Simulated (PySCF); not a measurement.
**Working out the ionisation energy of Te⁺**

Te⁺ [Kr] 4d10 5s2 5p3 (4S) → Te²⁺ [Kr] 4d10 5s2 5p2 (3P). All numbers are calculated (PySCF 2.14, a scalar-relativistic core potential, in aug-cc-pVQZ-PP with ECP28MDF (7s7p5d3f2g, 92 functions)). Frozen: 4s2 4p6 4d10. Energies in hartree (1 hartree = 27.21139 eV):

```csv
part,Te⁺ (lower),Te²⁺ (upper)
UHF,-266.722731,-266.048158
MP2 opposite-spin,-0.051704,-0.043853
MP2 same-spin,-0.017792,-0.008322
```

What does Hartree-Fock give?

(-266.048158) − (-266.722731) = 0.674573 hartree = 18.356 eV.

What do MP2 and SCS-MP2 (6/5 opposite-spin, 1/3 same-spin) give?

The opposite-spin parts differ by 0.214 eV and the same-spin parts by 0.258 eV. MP2: 18.356 + (0.214) + (0.258) = 18.828 eV. SCS-MP2: 18.356 + 1.2 × (0.214) + (0.258)/3 = 18.699 eV.

Reference: 18.6 ± 0.4 eV (measured; NIST Atomic Spectra Database, ionization energies), between the lowest levels; spin-orbit coupling is absent from the calculation.

What remains against the reference includes basis incompleteness, the frozen core and correlation beyond second order.
